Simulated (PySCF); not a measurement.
SiFCl₂Br, SMILES Br[Si](F)(Cl)Cl. Atoms are numbered in the order given.

```xyz
5

F     -0.6734    -1.8784     0.0000
Si    -0.4662    -0.2859     0.0000
Cl    -1.3447     0.4697    -1.6610
Cl    -1.3447     0.4697     1.6610
Br     1.6660     0.1411     0.0000
```

The structure is a stationary point at ωB97X-D3(BJ)/def2-SVP.

Computed with ωB97X-D3(BJ)/def2-SVP (PySCF 2.14.0).

Frequencies are harmonic and unscaled.

Computed harmonic wavenumbers and intensities:
```csv
mode,ν (cm⁻¹),IR (km/mol),Raman (Å⁴/amu),depolarisation,moving atoms (share of kinetic energy)
1,137,0.3,2.1,0.75,"Cl 60 %, Br 21 %, F 13 %"
2,148,0.4,2.0,0.72,"Cl 63 %, F 18 %, Br 17 %"
3,215,5.1,2.6,0.50,"Cl 48 %, Si 24 %, F 18 %, Br 9 %"
4,239,12.5,2.2,0.65,"F 55 %, Br 26 %, Cl 14 %"
5,266,16.2,2.0,0.75,"F 52 %, Cl 37 %, Si 10 %"
6,418,23.7,8.0,0.01,"Cl 44 %, Si 24 %, Br 16 %, F 16 %"
7,610,239.5,1.4,0.23,"Si 70 %, Cl 24 %"
8,663,226.6,1.1,0.75,"Si 68 %, Cl 32 %"
9,948,142.2,1.3,0.12,"F 55 %, Si 45 %"
```
